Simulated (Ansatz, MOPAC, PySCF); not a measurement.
Isomers of CHNO: 1 is C(=N)=O, 2 is N#CO; one conformer of each (the lowest of an xTB search), B3LYP-D3(BJ)/def2-TZVP minima.
Isomer 1 (charge 0, multiplicity 1):
```xyz
4

N     -0.6559     0.2597     0.2953
C      0.4883     0.0540    -0.0388
O      1.6237    -0.0289    -0.2817
H     -1.4561    -0.2849     0.0251
```
Isomer 2 (charge 0, multiplicity 1):
```xyz
4

N      1.61828    -0.09561    -0.05161
C      0.48323     0.06509     0.07512
O     -0.77671     0.29903     0.26953
H     -1.32481    -0.26850    -0.29305
```

No zero-point or thermal terms.

Correlated levels freeze the cores. CBS(a, b) extrapolates the correlation energy as X⁻³ and adds the Hartree–Fock energy of set b. Rows in 3-21G carry no dispersion term and start afresh at each structure. The state that AM1 reach isn't checked.

Run with Ansatz (a quantum-chemistry and plane-wave program) with Gaussian orbitals; MOPAC for AM1 (differences of heats of formation); PySCF for 3-21G rows, the dispersion terms. Values without a source in brackets are computed.

| level | electronic energy of isomer 2 less that of isomer 1 (kcal/mol) |
|---|---|
| AM1 | 10.16 |
| HF/3-21G | 18.30 |
| BLYP/def2-TZVPP | 29.53 |
| revPBE-D4/def2-TZVPP | 30.25 |
| PBE0-D3(BJ)/def2-TZVPP | 29.03 |
| PBE0-D4/def2-TZVPP | 29.03 |
| CAM-B3LYP-D3(BJ)/def2-TZVPP | 27.70 |
| MP2/cc-pVTZ | ___ |
| MP2/CBS(cc-pVTZ, cc-pVQZ) | ___ |

### Question
Some entries are withheld; supply them.

### Answer

- MP2/cc-pVTZ, electronic energy of isomer 2 less that of isomer 1 (kcal/mol): 25.10
- MP2/CBS(cc-pVTZ, cc-pVQZ), electronic energy of isomer 2 less that of isomer 1 (kcal/mol): 25.69
